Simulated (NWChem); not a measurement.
System: CH$_{5}$NSn, singlet; SMILES [CH3][Sn][NH2]

```xyz
8

Sn     0.4006     0.0773    -0.0005
C     -0.8629    -1.7361    -0.0017
H     -0.4304    -2.5134    -0.6514
H     -1.8905    -1.5232    -0.3353
H     -0.9067    -2.1489     1.0207
N     -1.1925     1.3348    -0.0010
H     -2.1668     1.0463    -0.0078
H     -1.1123     2.3465     0.0173
```
Atoms are numbered in this order, from 1.

All runs: NWChem. Low-valent species are run as closed-shell singlets; no triplet was tried in these runs. Structure relaxed at the PBE0/def2-SVP level. def2 effective core potentials on Sn; no spin-orbit coupling. Ions are spin-unrestricted doublets at the neutral geometry; other ion states weren't tried.

```csv
level,"vertical ionisation energy, ΔSCF (eV)",−ε(HOMO) (eV),ΔSCF minus −ε(HOMO) (eV)
B3LYP/def2-SVPD,8.33,6.06,2.27
PBE/def2-SVPD,8.19,5.23,2.96
BHandHLYP/def2-SVPD,___,___,___
r2SCAN/def2-SVPD,8.19,5.44,2.75
```

Task: Some entries are withheld; supply them.

Result: 
- BHandHLYP/def2-SVPD, vertical ionisation energy, ΔSCF (eV): 8.23
- BHandHLYP/def2-SVPD, −ε(HOMO) (eV): 7.10
- BHandHLYP/def2-SVPD, ΔSCF minus −ε(HOMO) (eV): 1.13
